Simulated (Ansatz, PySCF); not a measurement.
ZrOCl, SMILES [O]=[Zr][Cl] (connectivity only; charge and spin as stated), neutral, multiplicity 2. Atoms are numbered in the order given.

```xyz
3

Zr     0.3100    -0.4951     0.0000
O     -1.1483    -1.4355     0.0000
Cl    -0.2196     1.8143     0.0000
```
Charge 0, spin multiplicity 2.

The structure is a stationary point at B3LYP-D3(BJ)/def2-TZVP. The spin state was assumed, not searched. The def2 effective core potentials stand for the cores of Zr; spin–orbit coupling is left out.

Two levels are set side by side: PBE-D3(BJ)/def2-TZVP (Ansatz, a quantum-chemistry and plane-wave program) and B3LYP-D3(BJ)/def2-TZVP (Ansatz). Each level has its own optimised geometry; the coordinates shown are those of the second. Frequencies come from the Hessian of PySCF at each geometry. Differences are taken from unrounded values.

```csv
quantity,B3LYP-D3(BJ),PBE-D3(BJ),PBE-D3(BJ) minus B3LYP-D3(BJ)
mean bond length (Å),2.052,2.048,-0.004
bond Zr1–O2 (Å),1.735,1.742,0.007
bond Zr1–Cl3 (Å),2.369,2.354,-0.015
highest harmonic wavenumber (cm⁻¹),967,943,-24
mean harmonic wavenumber (cm⁻¹),508,502,-7
zero-point energy (kcal/mol),2.18,2.15,-0.03
```
